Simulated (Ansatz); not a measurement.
One change: `[OH][Zr]([F])([Cl])[SeH]` becomes `C[NH][Zr]([OH])([F])[Cl]`.

Ansatz, PBE0-D4/def2-TZVP geometries, multiplicity 1. Each molecule was computed in one conformer, which needn't be the lowest.

Elements past krypton have def2 core potentials. Scalar relativity is left out up to krypton.

| property | `[OH][Zr]([F])([Cl])[SeH]` |
| --- | --- |
| HOMO energy (ωB97M-V/def2-TZVPP) / eV | -9.48 |
| HOMO–LUMO gap (PBE/def2-TZVPP) / eV | 3.82 |
| LUMO energy (B3LYP/def2-TZVPP) / eV | -1.85 |
| HOMO energy (B3LYP/def2-TZVPP) / eV | -7.16 |
| size of the dipole moment (ωB97M-V/def2-TZVPP) / D | 2.53 |
| size of the dipole moment (B3LYP/def2-TZVPP) / D | 2.44 |

What does the change do to each property? (Estimate.)

Computed: 
| property | `C[NH][Zr]([OH])([F])[Cl]` | shift |
| --- | --- | --- |
| HOMO energy (ωB97M-V/def2-TZVPP) / eV | -9.53 | -0.05 |
| HOMO–LUMO gap (PBE/def2-TZVPP) / eV | 4.25 | 0.43 |
| LUMO energy (B3LYP/def2-TZVPP) / eV | -1.01 | 0.84 |
| HOMO energy (B3LYP/def2-TZVPP) / eV | -7.03 | 0.13 |
| size of the dipole moment (ωB97M-V/def2-TZVPP) / D | 3.24 | 0.71 |
| size of the dipole moment (B3LYP/def2-TZVPP) / D | 3.29 | 0.85 |

With PBE0 the HOMO rises by 0.15 eV and the LUMO rises by 0.88 eV, so the gap widens by about 0.73 eV. PBE moves the HOMO by 0.34 eV and ωB97M-V by -0.05 eV. Dipoles are sizes alone; their direction can turn.

B3LYP here is the variant with VWN-RPA as its local correlation; programs differ in this.

Spin–orbit coupling is left out; it splits and shifts lone-pair levels of the heavy atoms by tenths of an eV.
